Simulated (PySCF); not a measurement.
## Quadrupolar nuclei of `O=C(C(F)(F)F)C(F)(F)F` in NMR

Compound: C3F6O.
Z-matrix (Å and degrees, PBE0-D3(BJ)/def2-TZVP geometry), rows numbered from 1:
```
O 
C   1  1.1859
C   2  1.5515  1  121.68
F   3  1.3193  2  110.27  1   -20.38
F   3  1.3322  2  109.06  1    99.15
F   3  1.3303  2  110.97  1  -141.29
C   2  1.5510  1  121.74  3   179.81
F   7  1.3324  2  109.17  1   100.67
F   7  1.3189  2  110.33  1   -18.93
F   7  1.3306  2  110.75  1  -139.74
```

Computed at PBE0/pcSseg-2 (PySCF, non-relativistic):

| atom | environment | nucleus | spin I | Q (b) | CQ = χzz (MHz) | η |
| --- | --- | --- | --- | --- | --- | --- |
| O1 | ketone oxygen | 17O | 5/2 | -0.0256 | 12.704 | 0.744 |

Q: Give the quadrupolar product PQ = |CQ|√(1 + η²/3), the quadrupolar frequency νQ = 3|CQ|/[2I(2I − 1)] and the Larmor frequency ν0 = |g| × 7.62259 MHz/T × B at 7.05 T, with g(17O) = −0.75752.

A: 
```csv
atom,PQ (MHz),νQ (MHz),ν0 (MHz),νQ/ν0
O1,13.83,1.906,40.71,0.047
```

For O1: PQ = 12.70 × 1.0883, νQ = 12.70 × 0.1500, ν0 = 5.7742 MHz/T × 7.05 T.

Q: Second-order quadrupolar shift of the central transition's centre of gravity (half-integer spins, νQ < ν0/10) at 7.05 and 14.1 T.

A: δ = −(3/40)(PQ/ν0)² [I(I + 1) − 3/4]/[I²(2I − 1)²], in ppm:

```
     site  7.05 T  14.1 T
17O at O1    -692    -173
```

The couplings are those of the rigid, isolated species; surroundings and motion change them. Isolated species at its PBE0-D3(BJ)/def2-TZVP geometry, gas phase.
